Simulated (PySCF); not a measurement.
**Radial density of Zn⁺ (zinc, charge +1)**

MN15, [Ar] 3d10 4s1, 2S determinant. All numbers are calculated (PySCF 2.14, the non-relativistic Hamiltonian (point nucleus), in 6-31G*).

| r (bohr) | 4πr²ρ (e/bohr) | 4πr²(ρα − ρβ) |
| --- | --- | --- |
| 0.000938 | 0.1893 | 0.0001 |
| 0.00158 | 0.5229 | 0.0002 |
| 0.00265 | 1.396 | 0.0005 |
| 0.00446 | 3.526 | 0.0013 |
| 0.00751 | 8.336 | 0.0030 |
| 0.0126 | 17.34 | 0.0060 |
| 0.0212 | 29.54 | 0.0094 |
| 0.0357 | 36.28 | 0.0080 |
| 0.0601 | 30.85 | -0.0002 |
| 0.101 | 32.21 | 0.0090 |
| 0.170 | 41.53 | 0.0217 |
| 0.286 | 23.33 | -0.0260 |
| 0.481 | 23.14 | 0.0222 |
| 0.809 | 18.69 | -0.0105 |
| 1.36 | 4.378 | 0.2363 |
| 2.29 | 0.7826 | 0.4747 |
| 3.85 | 0.1279 | 0.1278 |
| 6.48 | 0.002911 | 0.0029 |

(1) Where is the radial spin density 4πr²(ρα − ρβ) most negative, and why is it negative at all?

## Answers

(1) Around r = 0.286 bohr, down to -0.0260 e/bohr: exchange with the open shell polarises the paired shells in an unrestricted calculation.
